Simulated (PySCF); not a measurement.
C₄H₇NSi, SMILES N#C/C=C\C[SiH3].

Geometry optimised at PBE-D3(BJ)/def2-SVP. The structure was generated by enumeration; whether it is a known compound was not checked. The values are those of a single conformer.

Method: PySCF with PBE-D3(BJ)/def2-SVP.

Frequencies are harmonic and unscaled.

```tsv
mode	ν (cm⁻¹)	IR (km/mol)	Raman (Å⁴/amu)	depolarisation	moving atoms (share of kinetic energy)
1	42	1.6	2.8	0.60	Si 32 %, N 29 %, C 23 %, H 16 %
2	119	2.6	2.0	0.59	H 69 %, N 19 %, C 12 %
3	151	2.3	1.8	0.73	C 49 %, H 24 %, Si 19 %, N 9 %
4	164	2.4	3.6	0.63	H 43 %, C 33 %, N 24 %
5	318	1.3	0.6	0.56	C 57 %, H 25 %, N 14 %
6	375	0.8	2.4	0.56	C 70 %, H 20 %
7	502	4.4	2.7	0.73	H 90 %
8	538	12.8	5.2	0.33	C 57 %, H 33 %
9	569	7.5	11.7	0.40	H 58 %, C 22 %, Si 20 %
10	646	11.7	2.8	0.69	C 63 %, H 27 %, N 8 %
11	689	38.1	16.9	0.32	C 52 %, H 39 %
12	760	12.2	6.9	0.28	H 58 %, C 36 %
13	841	48.7	4.6	0.67	H 56 %, C 38 %
14	879	231.2	8.4	0.73	H 90 %, Si 9 %
15	908	27.9	26.2	0.73	H 97 %
16	912	38.8	21.4	0.70	H 90 %
17	924	0.7	7.2	0.43	C 61 %, H 25 %, N 14 %
18	953	0.6	1.5	0.67	H 77 %, C 22 %
19	1019	5.3	3.4	0.56	H 55 %, C 39 %
20	1112	48.4	59.2	0.43	H 65 %, C 35 %
21	1122	4.6	6.3	0.28	H 85 %, C 14 %
22	1209	8.6	31.7	0.58	H 81 %, C 18 %
23	1345	8.3	6.2	0.74	H 73 %, C 26 %
24	1387	8.0	10.8	0.69	H 75 %, C 24 %
25	1630	37.2	120.0	0.19	C 93 %
26	2164	81.6	226.1	0.04	H 99 %
27	2176	97.7	130.5	0.65	H 96 %
28	2191	70.2	64.2	0.65	H 96 %
29	2259	18.0	186.9	0.26	C 63 %, N 37 %
30	2984	2.3	113.7	0.12	H 95 %
31	3052	0.2	65.1	0.74	H 90 %, C 10 %
32	3097	4.5	55.6	0.49	H 92 %
33	3122	1.1	154.4	0.20	H 91 %, C 9 %
```
